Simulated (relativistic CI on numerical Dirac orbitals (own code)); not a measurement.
**Hyperfine structure of Xe47+, mass number 131**

Method of calculation: Dirac-Coulomb-Breit CI, orbitals from a KLI potential per configuration, a model potential for QED, unscaled Slater integrals (own radial code, finite nucleus).

Configuration list (outside the closed core 1s2): 2s2.2p3, 2s.2p4, 2p5, 2p4.3s, 2p4.3p, 2p4.3d, 2s2.2p2.3s, 2s2.2p2.3p, 2s2.2p2.3d, 2s.2p3.3s, 2s.2p3.3p, 2s.2p3.3d, 2s2.2p2.4s, 2s2.2p2.4p, 2s2.2p2.4d, 2s2.2p2.4f. Levels of other configurations are missing.

Nuclear spin I = 3/2, μ = 0.69185 μN, Q = -0.114 b (tables of Stone and Pyykkö). The electronic factors are computed for point nuclear moments, without core polarisation or the Bohr-Weisskopf and QED corrections.

| Level | E (eV) | A (GHz) | B (GHz) |
| --- | --- | --- | --- |
| 2s2.2p3 2D°_5/2 | 342.566 | 296.2 | 0.17 |
| 2s2.2p3 2P°_1/2 | 373.759 | 919.8 |  |
| 2s.2p4 4P_5/2 | 540.513 | 688 | -18.4 |
| 2s.2p4 2S_1/2 | 609.856 | 2836 |  |
| 2s2.2p3 2P°_3/2 | 697.265 | 144.6 | 69.2 |
| 2s.2p4 4P_3/2 | 883.236 | 675.3 | 50.6 |
| 2s.2p4 2D_5/2 | 916.148 | 850.7 | 83.8 |
| 2s.2p4 2P_1/2 | 953.253 | -924.1 |  |

Levels with J = 0, under 50 % of one LS term, or S terms without an open s electron are left out. Small factors come from cancelling terms and can be off by tens of per cent or more.

At this charge energies of transitions that change n are usually good to better than 1 %, and those within a shell (Δn = 0) to a few per cent.

(1) Give the hyperfine levels of 2s2.2p3 2P°_1/2 relative to its centre of gravity.

Answers

(1) With K = F(F + 1) − I(I + 1) − J(J + 1), E = AK/2: F = 1: -1150, F = 2: 689.8 GHz.

LS names give the leading component of a level, which can be under half, so a name can repeat, a term be missing and a line seem to break the LS rules.
